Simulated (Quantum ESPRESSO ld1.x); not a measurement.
Species: Sc XX. Configuration: 1s1.5 2s0.5 (fractional occupations, a model configuration).

Calculated with ld1.x of Quantum ESPRESSO 7.5: scalar-relativistic Kohn-Sham, revPBE, spin-unpolarised, spherical densities, point nucleus.

Energy parts (eV):
part                    energy
total                  -9578.4
kinetic                 9688.4
electron-nucleus      -19495.2
Hartree                  498.4
exchange-correlation    -270.1

Orbitals (lengths in bohr, moments of r in powers of bohr; r(max) is where P^2 peaks):
orbital  occ.  eigenvalue (eV)     <r^2>      <r>   r(max)
1s        1.5         -5652.18  0.006897  0.07176  0.04737
2s        0.5         -1340.88    0.1017   0.2951   0.2557
2p          0         -1309.14   0.07550   0.2505   0.1995
3s          0         -581.616    0.5125   0.6716   0.6481

The highest occupied level is 2s at -1340.9 eV. Summed over all electrons, <r^2> = 0.06119 bohr^2, which gives a Langevin (diamagnetic) susceptibility term of -0.0485 x 10^-6 cm^3/mol. The density falls to 0.001 e/bohr^3 at r = 0.79 bohr.
